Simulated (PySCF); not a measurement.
SMILES CC(C)([O][Al]([OH])[O]C)C (C5H13AlO3) (GFN2-xTB optimised geometry):

```
22

Al     0.866     0.390     0.000
O      2.526     0.390     0.000
H      3.205    -0.272     0.001
O      0.020     1.820     0.000
C     -0.018     3.216    -0.009
H      0.985     3.646    -0.039
H     -0.574     3.557    -0.888
H     -0.526     3.571     0.892
O      0.070    -1.060     0.008
C     -1.156    -1.738     0.030
C     -0.983    -3.040    -0.761
C     -1.520    -2.044     1.485
C     -2.239    -0.869    -0.608
H     -1.911    -3.605    -0.769
H     -0.201    -3.646    -0.310
H     -0.695    -2.812    -1.784
H     -0.740    -2.647     1.943
H     -2.464    -2.580     1.540
H     -1.603    -1.111     2.038
H     -1.970    -0.654    -1.640
H     -2.300     0.072    -0.067
H     -3.205    -1.368    -0.584
```

Calculation: PySCF 2.14.0 with CAM-B3LYP/def2-SVP.

### Question
What are the frontier orbital energies and the dipole moment?

### Answer
HOMO-2 -9.37 eV, HOMO-1 -9.06 eV, HOMO -8.99 eV, LUMO 1.14 eV, LUMO+1 2.36 eV; dipole moment 0.18 D.

On the same geometry PBE/def2-SVP (PySCF) gives HOMO-2 -6.32 eV, HOMO-1 -6.06 eV, HOMO -6.02 eV, LUMO -0.61 eV, LUMO+1 0.63 eV; dipole moment 0.20 D.

Meta-Löwdin charges at CAM-B3LYP/def2-SVP: Al1 1.17, O2 -0.73, H3 0.33, O4 -0.62, C5 -0.04, H6 0.09, H7 0.09, H8 0.09, O9 -0.64, C10 0.29, C11 -0.29, C12 -0.29, C13 -0.30, H14 0.09, H15 0.09, H16 0.09, H17 0.09, H18 0.09, H19 0.09, H20 0.09, H21 0.10, H22 0.09.
